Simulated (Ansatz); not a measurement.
Ag2Cl2⁻, relaxed as a doublet with UKS r2SCAN-D4/def2-SVPD in Ansatz, starting from the GFN1-xTB geometry. Force threshold 0.02 eV/Å.

In the def2 sets Ag takes a core potential; there is no spin–orbit coupling. The relaxation made no stability test and no search for a lower SCF solution. The structure comes from a short search, and lower isomers may exist.

Start:

| atom | x (Å) | y (Å) | z (Å) |
| --- | --- | --- | --- |
| Ag1 | -0.267 | -0.050 | 1.367 |
| Ag2 | -0.367 | 0.661 | -1.212 |
| Cl3 | 1.970 | 1.359 | 0.206 |
| Cl4 | -1.336 | -1.970 | -0.361 |

(1) Estimate the energy that the relaxation releases and the steps that it takes.

(2) Does the start keep its bonding?

(3) Predict the relaxed structure.

Results:

(1) 102.7 kJ/mol, in 19 steps; 71 s on 4 threads of Arm Neoverse V1 on a shared host. The force fell under the threshold at step 9, but the optimiser went on and released 0.131 eV more. No frequencies were taken in this run, so the end may be a saddle point.

(2) By distances, no bond broke or formed. The bond that changes most is Ag1–Cl3, from 2.89 to 2.41 Å (atoms count from 1).

(3) 
| atom | x (Å) | y (Å) | z (Å) |
| --- | --- | --- | --- |
| Ag1 | -0.109 | -0.429 | 0.480 |
| Ag2 | 0.173 | 1.323 | -1.764 |
| Cl3 | 1.515 | 1.356 | 0.538 |
| Cl4 | -1.580 | -2.249 | 0.746 |
Bond lengths (bridged metal pairs left out): 3 × Ag–Cl 2.36 to 2.66 Å.
